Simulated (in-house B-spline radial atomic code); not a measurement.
Ga⁺. Computed with a B-spline radial atomic code. Model: all-electron spherical atom, spin shells full or empty, radial basis limit, no spin-orbit coupling, Breit or QED, empty-state partial waves extrapolated as (l+1/2)^-4, RPA, G0W0 and static COHSEX of the highest shell as one setting changes (uncorrelated shells keep exact exchange).

Given: element Ga; charge 1; filled core Ar; hamiltonian one-electron scalar X2C; mean-field start r2SCAN; highest l of empty states 9; nuclear rms radius 3.9973 fm; highest mean-field shell 4s.

Shell: 3d 5 5, 4s 1 1 (electrons up and down).

```tsv
lowest nl shells left uncorrelated	RPA correlation energy (hartree)	G0W0 level (eV)	G0W0 minus most complete (meV)	COHSEX level (eV)	removal by RPA minus most complete (meV)
0	-2.27	-20.827	0	-22.83	0
1	-2.1204	-20.827	0.3	-22.829	-0.2
2	?	?	?	?	?
3	?	?	?	?	?
4	-1.2854	-20.898	-71.1	-22.974	68.3
5	-0.76583	-20.869	-42.6	-22.952	4.4
6	-0.071581	-20.221	605.7	-21.933	-894.6
```

Question: What follows for lowest nl shells left uncorrelated = 2?

Answer: RPA correlation energy -1.9464 hartree; G0W0 level -20.831 eV; G0W0 minus most complete -4.1 meV; COHSEX level -22.839 eV; removal by RPA minus most complete 6.1 meV.

Question: What follows for lowest nl shells left uncorrelated = 3?

Answer: RPA correlation energy -1.4655 hartree; G0W0 level -20.82 eV; G0W0 minus most complete 6.8 meV; COHSEX level -22.818 eV; removal by RPA minus most complete 2.9 meV.
